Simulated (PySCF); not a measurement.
BiS: one state, many levels of theory

State: ²Π (doublet), unpaired electrons π ↑. Set-up: basis Bi def2-SVPD with ECP60, S def2-SVPD; scalar-relativistic core potentials; PySCF 2.14. De refers to Bi + S in their high-spin ground configurations, without counterpoise correction. The functionals are run spin-unrestricted. A positive dipole means Bi(−)S(+). Levels whose curve was spin-contaminated or gave no clean fit are not listed.

```csv
Level,Re (Å),ωe (cm⁻¹),De (eV),μ (D)
PBE,2.358,419,3.56,-3.12
PW91,2.358,419,3.59,-3.14
r²SCAN,2.340,432,3.10,-3.28
r²SCANh,2.332,429,2.94,-3.35
PBE0,2.326,443,3.04,-3.38
MN15,2.312,452,3.04,-3.40
ωB97X,2.303,473,3.37,-3.61
```

The bond length runs from 2.303 Å (ωB97X) to 2.358 Å (PBE). De spans 2.94 eV (r²SCANh, hybrid meta-GGA) to 3.59 eV (PW91, GGA).

Spin–orbit coupling is left out, which matters for elements this heavy, above all for dissociation energies. The state is the lowest determinant that a PBE0 search found; another state may lie lower at other levels.

The whole job (state search and all levels along the bond) took about 2.9 min on 1 thread of Arm Neoverse V2 (shared host), peak memory 0.83 GiB.
